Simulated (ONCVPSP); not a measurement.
## Before and after: ONCV potential for Ca

* Element: Ca
* Generator: ONCVPSP 4.0.1
* Type: optimised norm-conserving Vanderbilt (ONCV)
* Functional: PBE
* Relativity: scalar-relativistic
* Frozen core: [Ne]
* Valence charge: 10
* Reference configuration: 3s2 3p6 4s2
* Partial waves: 3s+4s: rc 1.80 bohr, ncon 3, nbas 7, qcut 6.2 1/bohr, 2 projectors; 3p: rc 1.40 bohr, ncon 4, nbas 7, qcut 9.6 1/bohr, 2 projectors, debl 1.7 Ha; d scattering state at 0.33 Ha: rc 1.40 bohr, ncon 4, nbas 9, qcut 6.5 1/bohr, local
* Local potential: the d channel
* Core correction: Teter function, fcfact 2.5, rcfact 1.7

In the d channel the program set the typed energies aside and used 0.050 Ha.

All-electron outer shells of the reference configuration (PBE, scalar-relativistic, ld1.x):

| shell | level (eV) | outermost node (bohr) | outermost maximum (bohr) |
| --- | --- | --- | --- |
| 3s | -47.09 | 0.45 | 0.99 |
| 3p | -28.01 | 0.42 | 1.04 |
| 4s | -3.77 | 1.43 | 3.42 |

Change: all radii but the core radius scaled by about 1.24 (s 2.22, p 1.74, d 1.74 bohr). In the d channel the program set the typed energies aside and used -0.072 Ha.

Cutoffs: the cutoffs (Ha) at which the residual kinetic energy of the hardest occupied pseudo-wave falls to 1 and 0.1 mHa per electron; they do not see the model core or the augmentation charge, which bear on the density cutoff. Errors are all-electron minus pseudo energies relative to the spin-unpolarised reference configuration.

Task: How do hardness, ghosts and transferability respond?

Result: The potential gets softer (22 Ha and 32 Ha → 14 Ha and 17 Ha); of the 4 tests that both files solve, the error grows in 1 and shrinks in 1 by more than 15 % and 0.3 meV (median size 1.5 → 0.9 meV); neither file shows a bound ghost. A larger radius leaves more room for a smooth pseudo-wave, so fewer plane waves are needed.

```tsv
quantity	base	changed
cutoff, loose	22 Ha	14 Ha
cutoff, tight	32 Ha	17 Ha
loose cutoff by channel	s 12 Ha, p 22 Ha	s 5.6 Ha, p 14 Ha
bound ghosts	none	none
GHOST(+) flags under 300 eV	s at 279.5 eV	none
error for 3s2 3p6 4s1, meV [ΔE 6.31 eV]	-0.4	-0.6
error for 3s2 3p6 4s0, meV [ΔE 18.13 eV]	-2.5	-3.2
error for 3s2 3p6 4s1.5, meV [ΔE 2.50 eV]	-0.1	-0.1
error for 3s2 3p6 3d0.5 4s1.5, meV [ΔE 1.05 eV]	-3.9	+1.2
rms error of d²Exc/dni dnj with the model core, mHa	2.16	2.23
```
